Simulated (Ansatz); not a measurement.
Total energies of Ge(vinyl)(NMe2)3 (C₈H₂₁GeN₃) from Ansatz at PBE0-D4/def2-SVP, gas phase (1 Eh = 27.2114 eV = 2625.5 kJ/mol). The reference geometry is relaxed at PBE-D4/def2-SVP.

| state | geometry | energy (Eh) |
| --- | --- | --- |
| charge 0 singlet | reference | -2557.30786 |
| charge 1 doublet | reference | -2557.03889 |
| charge -1 doublet | reference | -2557.25060 |
| free Ge atom (triplet) | – | -2076.39507 |
| free C atom (triplet) | – | -37.76066 |
| free H atom (doublet) | – | -0.50029 |
| free N atom (quartet) | – | -54.47898 |

Problem. Work out the vertical ionisation energy to the doublet.

Solution. E(charge 1 doublet) − E(charge 0 singlet) = -2557.03889 − (-2557.30786) = 0.26897 Eh = 7.32 eV. For comparison, −ε of the highest occupied level is 5.79 eV at this level, 1.53 eV less.

Problem. Work out the vertical electron affinity, to the doublet.

Solution. E(charge 0 singlet) − E(charge -1 doublet) = -2557.30786 − (-2557.25060) = -0.05726 Eh = -1.56 eV; negative, so the extra electron isn't bound. The basis lacks diffuse functions, which makes affinities too small.

Problem. Give the fundamental gap IE − EA, the Mulliken electronegativity (IE + EA)/2 and the hardness (IE − EA)/2.

Solution. From the values in Eh: IE − EA = 0.26897 − (-0.05726) = 0.32623 Eh = 8.88 eV; (IE + EA)/2 = 2.88 eV; (IE − EA)/2 = 4.44 eV. The HOMO–LUMO gap of the same run is 5.61 eV, 3.27 eV smaller than the fundamental gap.

Problem. What is the binding energy per atom against free atoms?

Solution. Atoms: 1 × (-2076.39507) + 8 × (-37.76066) + 21 × (-0.50029) + 3 × (-54.47898) = -2552.42338 Eh. Binding: -2552.42338 − (-2557.30786) = 4.88448 Eh = 132.91 eV, or 4.03 eV for each of 33 atoms (no zero-point energy, no counterpoise term).

At PBE0-D4/def2-SVP the highest occupied level of the charge -1 doublet lies above zero (up to 3.40 eV). By energy differences it is unbound by 1.56 eV (vertical, against the charge 0 singlet, at PBE0-D4/def2-SVP) and held by the finite basis.
